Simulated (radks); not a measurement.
Species: Nd3+. Configuration: [Xe] 5d1 6s1 6p1 (not the ground configuration). Calculated with a radial shooting solver on a logarithmic mesh with Libxc functionals: Dirac Kohn-Sham, PBE, spin-unpolarised, spherical densities, point nucleus; open shells fill j = l - 1/2 first.

X-ray form factor f0, the Fourier transform of the density (f0(0) = 57):

sin(theta)/lambda (1/angstrom),f0 (electrons)
0.05,56.019
0.1,53.506
0.15,50.325
0.2,47.092
0.25,44.032
0.3,41.183
0.4,36.179
0.5,32.126
0.6,28.813
0.8,23.537
1,19.694
1.25,16.540
1.5,14.319
2,10.539
